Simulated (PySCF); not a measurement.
## How methods differ on the excitation energy of Tl²⁺

Tl²⁺ [Xe] 4f14 5d10 6s1 (2S) → Tl²⁺ [Xe] 4f14 5d9 6s2 (2D), as a difference of total energies. All numbers are calculated (PySCF 2.14, a scalar-relativistic core potential, in aug-cc-pVTZ-PP with ECP60MDF). The calculations carry no spin-orbit coupling.

```tsv
method	excitation energy (eV)
UHF	9.758
LDA	8.606
PBE	8.810
PBE0	9.134
r2SCAN	9.163
r2SCAN0	9.321
wB97M-V	9.170
LC-wPBE	9.153
PW91	8.794
```
